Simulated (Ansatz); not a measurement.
CH$_{4}$FGaO$_{2}$, SMILES `O[CH2][Ga]([OH])[F]`, relaxed with RKS PBE-D4/def2-SVP in the Gaussian-basis code of Ansatz from a rough embedded geometry. The force threshold is 0.03 eV/Å; the program also tests the step.

Charge 0, multiplicity 1.

Start:

```xyz
9

O     1.705   -1.225   -0.360
C     0.764   -0.228   -0.354
Ga   -0.549    0.300    1.256
O    -1.854    1.307    0.257
F    -1.557   -0.851    0.718
H     1.129   -2.109   -0.241
H     0.578    0.133   -1.358
H     1.185    0.600    0.295
H    -1.401    2.073   -0.212
```

| step | energy (eV) | largest force (eV/Å) | largest move (Å) |
| --- | --- | --- | --- |
| 1 | -60259.2465 | 6.324 | 0.000 |
| 2 | -60261.2485 | 3.146 | 0.195 |
| 3 | -60262.5195 | 2.110 | 0.195 |
| 4 | -60263.1746 | 1.554 | 0.192 |
| 5 | -60263.4516 | 0.972 | 0.195 |
| 6 | -60263.5705 | 0.609 | 0.200 |
| 7 | -60263.6211 | 0.646 | 0.194 |
| 8 | -60263.6265 | 0.532 | 0.116 |
| 9 | -60263.6654 | 0.153 | 0.064 |
| 10 | -60263.6734 | 0.078 | 0.067 |
| 11 | -60263.6840 | 0.258 | 0.180 |
| 12 | -60263.6896 | 0.242 | 0.106 |
| 13 | -60263.6946 | 0.160 | 0.095 |
| 14 | -60263.6965 | 0.077 | 0.100 |
| 15 | -60263.6970 | 0.094 | 0.054 |
| 16 | -60263.6977 | 0.043 | 0.015 |
| 17 | -60263.6979 | 0.030 | 0.015 |

End:

```xyz
9

O     1.502   -1.261    0.183
C     1.017   -0.113   -0.478
Ga   -0.814    0.241    0.242
O    -2.015    1.516    0.636
F    -1.427   -1.383    0.676
H     0.775   -1.915    0.193
H     0.944   -0.225   -1.589
H     1.705    0.733   -0.279
H    -1.686    2.407    0.416
```

Hardware: 4 threads of an Arm Neoverse V2 on a shared host. Wall time 19 s, peak host memory 0.17 GiB.
